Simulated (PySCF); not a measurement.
Cartesian coordinates (Å):
SMILES: F[B]F
```xyz
3

F     -1.1505    -0.2159     0.0000
B     -0.0002     0.4305     0.0000
F      1.1507    -0.2147     0.0000
```
Charge 0, spin multiplicity 2.

### Question
Predict the dipole moment, highest occupied spin orbital and total energy from PBE-D3(BJ)/def2-TZVP in PySCF 2.14.0.

### Answer

| Item | Result |
|---|---|
| dipole moment | 0.18 D |
| highest occupied spin orbital | -5.86 eV |
| total energy | -224.4439 Ha |
